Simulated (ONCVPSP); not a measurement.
**Pseudopotential generation for Cs (Z = 55): ONCV, Wu-Cohen, scalar-relativistic.**

```json
{
 "Element": "Cs (Z = 55)",
 "Generator": "ONCVPSP 4.0.1",
 "Type": "optimised norm-conserving Vanderbilt (ONCV)",
 "Functional": "Wu-Cohen",
 "Relativity": "scalar-relativistic",
 "Frozen core": "[Xe]",
 "Valence charge": "1",
 "Reference configuration": "6p1",
 "Partial waves": "s scattering state at 0.36 Ha: rc 3.20 bohr, ncon 4, nbas 8, qcut 2.3 1/bohr, 2 projectors, debl 1.2 Ha; 6p: rc 4.00 bohr, ncon 3, nbas 7, qcut 2.2 1/bohr, 2 projectors, debl 3.7 Ha; d scattering state at 0.06 Ha: rc 3.90 bohr, ncon 3, nbas 7, qcut 2.6 1/bohr, 2 projectors, debl 1.8 Ha; f scattering state at 0.07 Ha: rc 4.10 bohr, ncon 4, nbas 8, qcut 3 1/bohr, 2 projectors, debl 2.8 Ha",
 "Local potential": "polynomial inside 3.15 bohr (lpopt 5, dvloc0 0 Ha)",
 "Core correction": "Teter function, fcfact 5.5, rcfact 1.05"
}
```

Task: Is a potential produced?

Result: No. ONCVPSP 4.0.1 stopped with "optimize: ERROR ps0norm > uunorm, code will stop": the continuity conditions at rc already need more norm inside rc than the all-electron wave has, so norm conservation cannot be met. It happened in the s channel.
